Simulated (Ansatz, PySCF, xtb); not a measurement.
Pulling on the Al1–F3 bond in AlF2H (SMILES [F][AlH][F]) (multiplicity 1 held, fragments rigid). Energies count from the point at 1.644 Å.
Geometry at that point (charge 0, multiplicity 1):
| atom | x (Å) | y (Å) | z (Å) |
|---|---|---|---|
| Al | -0.2974 | -0.2000 | -0.2345 |
| H | -1.3759 | -0.9255 | -1.0852 |
| F | -0.2200 | 1.4416 | -0.1846 |
| F | 0.8024 | -1.0499 | 0.6440 |

Restricted levels (R-, RO-) in cc, def2 and unpolarised 6-31G sets keep to the state of the molecule at rest. Unrestricted levels (U-) break spin symmetry where that is lower. Left out are points that failed, MP2 points that dive below the minimum, coupled-cluster points behind a jump of the amplitudes or a sharp parting from full CI or MRCI, small-basis points behind a change of solution, and semi-empirical points at long bonds. Levels need not reach the same state.

Cores are frozen in the correlated methods. Rows in 3-21G, 6-31G* carry no dispersion term and start afresh at each structure (6-31G* with six Cartesian d functions). MP2/6-31G* freezes PySCF's default core.

The values were computed with Ansatz (a quantum-chemistry and plane-wave program) with Gaussian orbitals; PySCF for 3-21G rows, 6-31G* rows; xtb for the GFN methods. Values without a source in brackets are computed. The GFN methods have no spin term and hold the electronic entropy of 300 K.

Energies in kcal/mol.

```json
[
 {"R (Å)": "1.315", "GFN2-xTB": "77.2", "R-HF/3-21G": "83.8", "U-HF/6-31G*": "74.4", "R-r2SCAN/cc-pV(T+d)Z": "71.9", "R-MP2/6-31G*": "82.4", "R-SCS-MP2/cc-pV(T+d)Z": "74.2"},
 {"R (Å)": "1.480", "GFN2-xTB": "11.7", "R-HF/3-21G": "14.8", "U-HF/6-31G*": "11.9", "R-r2SCAN/cc-pV(T+d)Z": "12.2", "R-MP2/6-31G*": "15.4", "R-SCS-MP2/cc-pV(T+d)Z": "13.0"},
 {"R (Å)": "1.644", "GFN2-xTB": "0.0", "R-HF/3-21G": "0.0", "U-HF/6-31G*": "0.0", "R-r2SCAN/cc-pV(T+d)Z": "0.0", "R-MP2/6-31G*": "0.0", "R-SCS-MP2/cc-pV(T+d)Z": "0.0"},
 {"R (Å)": "1.809", "GFN2-xTB": "5.9", "R-HF/3-21G": "9.1", "U-HF/6-31G*": "9.6", "R-r2SCAN/cc-pV(T+d)Z": "7.4", "R-MP2/6-31G*": "7.0", "R-SCS-MP2/cc-pV(T+d)Z": "7.1"},
 {"R (Å)": "1.973", "GFN2-xTB": "17.5", "R-HF/3-21G": "28.2", "U-HF/6-31G*": "27.9", "R-r2SCAN/cc-pV(T+d)Z": "22.4", "R-MP2/6-31G*": "23.3", "R-SCS-MP2/cc-pV(T+d)Z": "22.2"},
 {"R (Å)": "2.220", "GFN2-xTB": "37.9", "R-HF/3-21G": "62.4", "U-HF/6-31G*": "59.5", "R-r2SCAN/cc-pV(T+d)Z": "48.4", "R-MP2/6-31G*": "52.7", "R-SCS-MP2/cc-pV(T+d)Z": "49.0"},
 {"R (Å)": "2.466", "GFN2-xTB": "58.4", "R-HF/3-21G": "95.0", "U-HF/6-31G*": "89.7", "R-r2SCAN/cc-pV(T+d)Z": "73.0", "R-MP2/6-31G*": "81.2", "R-SCS-MP2/cc-pV(T+d)Z": "75.2"},
 {"R (Å)": "2.877", "GFN2-xTB": "88.3", "R-HF/3-21G": "…", "U-HF/6-31G*": "113.2", "R-r2SCAN/cc-pV(T+d)Z": "106.4", "R-MP2/6-31G*": "120.5", "R-SCS-MP2/cc-pV(T+d)Z": "112.0"},
 {"R (Å)": "3.288", "GFN2-xTB": "109.4", "R-HF/3-21G": "167.8", "U-HF/6-31G*": "117.9", "R-r2SCAN/cc-pV(T+d)Z": "129.9", "R-MP2/6-31G*": "148.7", "R-SCS-MP2/cc-pV(T+d)Z": "140.0"},
 {"R (Å)": "3.782", "GFN2-xTB": "124.0", "R-HF/3-21G": "…", "U-HF/6-31G*": "119.3", "R-r2SCAN/cc-pV(T+d)Z": "148.0", "R-MP2/6-31G*": "170.4", "R-SCS-MP2/cc-pV(T+d)Z": "164.3"},
 {"R (Å)": "4.439", "GFN2-xTB": "left out", "R-HF/3-21G": "…", "U-HF/6-31G*": "119.7", "R-r2SCAN/cc-pV(T+d)Z": "161.3", "R-MP2/6-31G*": "184.0", "R-SCS-MP2/cc-pV(T+d)Z": "184.4"},
 {"R (Å)": "5.262", "GFN2-xTB": "left out", "R-HF/3-21G": "238.6", "U-HF/6-31G*": "119.8", "R-r2SCAN/cc-pV(T+d)Z": "168.9", "R-MP2/6-31G*": "182.9", "R-SCS-MP2/cc-pV(T+d)Z": "192.6"}
]
```

### Question
What belongs in the gaps?

### Answer

- 2.877, R-HF/3-21G: 137.6
- 3.782, R-HF/3-21G: 194.9
- 4.439, R-HF/3-21G: 220.4

Doubts at one or more of the structures used: a restricted determinant that unrestricted orbitals would lower (R-HF/3-21G, R-r2SCAN/cc-pV(T+d)Z, R-MP2/6-31G*, R-SCS-MP2/cc-pV(T+d)Z); a spin-contaminated determinant (U-HF/6-31G*).
